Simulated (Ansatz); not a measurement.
Reaction (SMILES): FC(F)(F)C(F)(F)F [1,1,1,2,2,2-hexafluoroethane] + 7 [H][H] (H2) -> 2 C (CH4) + 6 F (HF)
Each molecule is optimised on its own at B3LYP-D3(BJ)/def2-TZVP (Ansatz, a quantum-chemistry and plane-wave program), one conformer each, not searched for the lowest.

Quantity: energy of full hydrogenation (electronic energy difference), in kcal/mol. Cores are frozen in the correlated levels unless marked. No spin-orbit coupling. No relativistic terms. Basis-set limits of correlation are two-point, X^-3; Hartree-Fock from the larger set.

| level | program | energy of full hydrogenation (kcal/mol) |
|---|---|---|
| HF/STO-3G | Ansatz | -13.2 |

Estimate the value at CCSD(T)/CBS(cc-pVTZ,cc-pVQZ) as computed with Ansatz.

-131.4 kcal/mol, so HF/STO-3G differs from it by 118.2 kcal/mol.
